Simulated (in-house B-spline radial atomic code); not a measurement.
**Ionising B2+ with different functionals**

Computed with a B-spline radial code for spherical atoms: scalar-relativistic (spin-free X2C) Hamiltonian, Fermi nucleus of rms radius 2.406 fm, spin-polarised at highest spin, spherical fractional occupations for the functionals, the average over the highest-spin determinants for Hartree-Fock. The ionisation energy is the difference of two self-consistent energies, [He] 2s1 → 1s2, without Breit or QED terms; ε is the level of the shell that loses the electron (its least bound occupied spin orbital).

```json
{"method": "Hartree-Fock", "rung": "Hartree-Fock", "ΔSCF (eV)": "37.83", "-ε(2s) (eV)": "37.84"}
{"method": "HF fractional", "rung": "Hartree-Fock", "ΔSCF (eV)": "37.83", "-ε(2s) (eV)": "37.84"}
{"method": "LDA VWN5", "rung": "LDA", "ΔSCF (eV)": "37.91", "-ε(2s) (eV)": "32.37"}
{"method": "LDA PW92", "rung": "LDA", "ΔSCF (eV)": "37.91", "-ε(2s) (eV)": "32.37"}
{"method": "LDA exchange-only", "rung": "LDA", "ΔSCF (eV)": "37.18", "-ε(2s) (eV)": "31.62"}
{"method": "PBE", "rung": "GGA", "ΔSCF (eV)": "38.30", "-ε(2s) (eV)": "32.66"}
{"method": "PBEsol", "rung": "GGA", "ΔSCF (eV)": "37.99", "-ε(2s) (eV)": "32.47"}
{"method": "BLYP", "rung": "GGA", "ΔSCF (eV)": "38.45", "-ε(2s) (eV)": "32.52"}
{"method": "RPBE", "rung": "GGA", "ΔSCF (eV)": "38.39", "-ε(2s) (eV)": "32.71"}
{"method": "PW91", "rung": "GGA", "ΔSCF (eV)": "38.37", "-ε(2s) (eV)": "32.72"}
{"method": "BP86", "rung": "GGA", "ΔSCF (eV)": "38.11", "-ε(2s) (eV)": "32.67"}
{"method": "AM05", "rung": "GGA", "ΔSCF (eV)": "37.88", "-ε(2s) (eV)": "32.39"}
{"method": "OLYP", "rung": "GGA", "ΔSCF (eV)": "38.46", "-ε(2s) (eV)": "32.59"}
{"method": "TPSS", "rung": "meta-GGA", "ΔSCF (eV)": "38.18", "-ε(2s) (eV)": "32.79"}
{"method": "r2SCAN", "rung": "meta-GGA", "ΔSCF (eV)": "37.87", "-ε(2s) (eV)": "32.92"}
{"method": "revTPSS", "rung": "meta-GGA", "ΔSCF (eV)": "38.10", "-ε(2s) (eV)": "32.82"}
{"method": "PBE0", "rung": "global hybrid", "ΔSCF (eV)": "38.24", "-ε(2s) (eV)": "34.06"}
{"method": "B3LYP", "rung": "global hybrid", "ΔSCF (eV)": "38.49", "-ε(2s) (eV)": "33.78"}
{"method": "TPSSh", "rung": "global hybrid", "ΔSCF (eV)": "38.16", "-ε(2s) (eV)": "33.32"}
{"method": "BHandHLYP", "rung": "global hybrid", "ΔSCF (eV)": "38.37", "-ε(2s) (eV)": "35.31"}
{"method": "r2SCAN0", "rung": "global hybrid", "ΔSCF (eV)": "37.93", "-ε(2s) (eV)": "34.20"}
{"method": "B97-1", "rung": "global hybrid", "ΔSCF (eV)": "38.09", "-ε(2s) (eV)": "33.71"}
{"method": "HSE06", "rung": "range-separated hybrid", "ΔSCF (eV)": "38.24", "-ε(2s) (eV)": "33.64"}
{"method": "wB97X", "rung": "range-separated hybrid", "ΔSCF (eV)": "37.43", "-ε(2s) (eV)": "36.45"}
{"method": "CAM-B3LYP", "rung": "range-separated hybrid", "ΔSCF (eV)": "38.47", "-ε(2s) (eV)": "35.50"}
{"method": "LC-wPBE", "rung": "range-separated hybrid", "ΔSCF (eV)": "38.38", "-ε(2s) (eV)": "37.20"}
```

Among the functionals, which spreads more, the ΔSCF values or the orbital energies?

The orbital energies: ΔSCF values span about 1.31 eV and the orbital energies 5.58 eV; here energy differences depend much less on the functional than eigenvalues do.

How do they compare with the NIST value?

NIST lists 37.931 eV (measured, ground level to ground level). Errors run from -0.75 to +0.56 eV; r2SCAN0 is closest (+0.00 eV), but part of that can be cancellation, since the calculations leave out Breit-QED terms. Hartree-Fock also lacks correlation.
